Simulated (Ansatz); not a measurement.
Program: Ansatz. Geometries: PBE0-D4/def2-TZVP. ΔE: electronic, gas phase. CCSD(T)/CBS adds triple-zeta CCSD(T) − MP2 to the extrapolated MP2 energy (def2 sets, frozen cores). This one scheme is used for every species. DFT in def2-TZVPP. For Ge outer-core shells are correlated without core-valence functions, which leaves a few kJ/mol of doubt a bond. Scalar relativity is left out up to krypton. Each species was taken in one conformer, which may not be the lowest.

Consider the ligand exchange at the Si–N bond: `C=N[SiH2][GeH3]` + `[NH2][AlH2]` → `[AlH2][NH][SiH2][GeH3]` + `C=N`.

| species | B2PLYP energy (Eh) |
| --- | --- |
| `C=N[SiH2][GeH3]` | -2463.02002 |
| `[NH2][AlH2]` | -299.47850 |
| `[AlH2][NH][SiH2][GeH3]` | -2667.91532 |
| `C=N` | -94.58848 |

Problem. Work out ΔE.

Solution. ΔE = (-2667.91532) + (-94.58848) − (-2463.02002) − (-299.47850) = -0.00528 Eh = -13.9 kJ/mol. CCSD(T)/CBS gives -18.5 kJ/mol.

Largest T1 diagnostic among the species: 0.013.
